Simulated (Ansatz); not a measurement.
Compare A (`Cl[SiH]1CCO1`) with its isomer B (`C[Si]1(Cl)CO1`).

Computed with Ansatz on PBE0-D4/def2-TZVP structures; ΔE is electronic, products minus reactants. CCSD(T)/CBS adds triple-zeta CCSD(T) − MP2 to the extrapolated MP2 energy (def2 sets, frozen cores). DFT in def2-TZVPP. B3LYP here is the variant with VWN-RPA as its local correlation; programs differ in this.

A:

Z-matrix (Å, degrees):
```
Si
C 1 1.863
C 1 2.258 2 42.7
Cl 1 2.048 2 116.5 3 -111.5
O 1 1.654 2 82.7 3 1.8
H 1 1.479 2 122.2 3 116.6
H 2 1.088 1 117.3 3 114.1
H 2 1.089 1 116.4 3 -113.2
H 3 1.092 1 123.3 2 -96.8
H 3 1.092 1 126.6 2 94.9
```

B:

```xyz
10

C    -0.1470   -1.5727    0.1911
Si    0.3896    0.1157   -0.3136
Cl    2.2481    0.0447   -1.1532
C    -0.2547    1.6826    0.2814
O    -0.6947    1.1204   -1.0336
H     0.5667   -2.0142    0.8892
H    -1.1290   -1.5211    0.6647
H    -0.2109   -2.2217   -0.6854
H     0.3059    2.6075    0.1661
H    -1.0740    1.7587    0.9933
```

(1) Which isomer does CCSD(T)/CBS put lower? Give the gap. (Best estimate.)

(2) Give E(B) − E(A) in kJ/mol with CCSD/def2-TZVPP, PBE-D4, CCSD(T)/def2-TZVPP, PBE0-D4, B3LYP, HF/def2-TZVPP, B3LYP-D4. (An estimate is asked.)

Largest T1 diagnostic: 0.012.

Results:

(1) Ansatz gave: A, by 47.5 kJ/mol.

(2) The calculation gave: CCSD/def2-TZVPP 52.0, PBE-D4 37.4, CCSD(T)/def2-TZVPP 49.0, PBE0-D4 47.0, B3LYP 42.1, HF/def2-TZVPP 64.6, B3LYP-D4 42.9. None reverses the order clearly.

In def2-TZVPP, CCSD(T) changes the Hartree–Fock value by −15.6 kJ/mol (the triples alone add −3.1 kJ/mol) and MP2 by −16.9 kJ/mol. From PBE to PBE0 (25 % exact exchange), in def2-TZVPP and without D4, E(B) − E(A) moves by +9.8 kJ/mol.
